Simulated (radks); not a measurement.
Spherical quantum dot in the effective-mass picture: electrons in a parabolic well V = omega^2 r^2 / 2 with omega = 2.78, all in effective atomic units (hartree* = m*/eps^2 hartree, bohr* = eps/m* bohr), one dielectric constant everywhere. Method: non-relativistic Kohn-Sham, LDA (Slater exchange, Perdew-Wang correlation), spin-polarised, spherical densities; computed with a radial shooting solver with Libxc functionals. Levels are named by radial order and angular momentum (1s, 1p, 1d, 2s, ...), and open shells are averaged over m. Results are scaled to m* = 0.095 and eps = 7, for which hartree* = 52.76 meV and bohr* = 3.899 nm.

N = 30, configuration 1s2 1p6 1d10 2s2 1f(up 7, down 3). This is the lowest configuration that the search found. Occupied and some empty levels:

level    occupation  eigenvalue (meV)  <r> (nm)
1s up             1            1396.6     3.616
1s down           1            1398.7     3.588
1p up             3            1475.4     4.644
1p down           3            1478.6     4.627
1d up             5            1560.2     5.380
1d down           5            1564.0     5.373
2s up             1            1570.5     4.785
2s down           1            1573.3     4.798
1f up             7            1651.1     5.960
1f down           3            1655.1     5.961
2p up             0            1669.5     5.366
2p down           0            1672.1     5.375
1g up             0            1747.7     6.447
1g down           0            1751.7     6.453
2d up             0            1772.8     5.911
2d down           0            1775.5     5.915

Energy (meV): total 31583.7, kinetic 4903.3, external 12186, Hartree 15759, exchange-correlation -1265.0.

Electron density:

r (nm)  n(r) (e/nm^3)
0.220         0.03116
1.05          0.02790
1.88          0.02349
2.71          0.02197
3.54          0.02369
4.37          0.02497
5.20          0.02220
6.03          0.01549
6.86         0.008193
7.69         0.003217
8.52        0.0009276
9.35        0.0001960
10.2       0.00003069
11.0        3.513e-06
